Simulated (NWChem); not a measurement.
A series in which one site is exchanged, each optimised at PBE0/def2-SVP with NWChem, gas phase unless a solvent is named. All stand in one matching conformer (torsions within 35°), which need not be the lowest. This build's default masses of Se (78.918 u) and Br (79.917 u) are each other's, which moves their modes by up to 0.6 %. For some, no frequency run checked for a minimum. def2 effective core potentials on Cd, Te; no spin-orbit coupling.

A: [NH2][Be][F] (BeNH2F; site = Be)
B: [NH2][Cd][F] (CdNH₂F; site = Cd)
C: N[Te]F (NH$_{2}$TeF; site = Te)
D: N[Se]F (NH2SeF; site = Se)

Values for A:

| Property | Result |
|---|---|
| dipole (D), PBE0/def2-SVP | 2.41 |
| orbital gap (eV), PBE0/def2-SVP | 7.42 |
| vertical ionisation energy, ΔSCF, CAM-B3LYP/def2-SVP (eV) | 10.25 |

**Question.** How do these values change for the other members?

**Answer.** 
```json
[
 {"change from A": "dipole (D), PBE0/def2-SVP", "B": "+0.21", "C": "-0.15", "D": "+0.05"},
 {"change from A": "orbital gap (eV), PBE0/def2-SVP", "B": "-1.42", "C": "-2.70", "D": "-1.63"},
 {"change from A": "vertical ionisation energy, ΔSCF, CAM-B3LYP/def2-SVP (eV)", "B": "-0.63", "C": "-1.56", "D": "-1.01"}
]
```
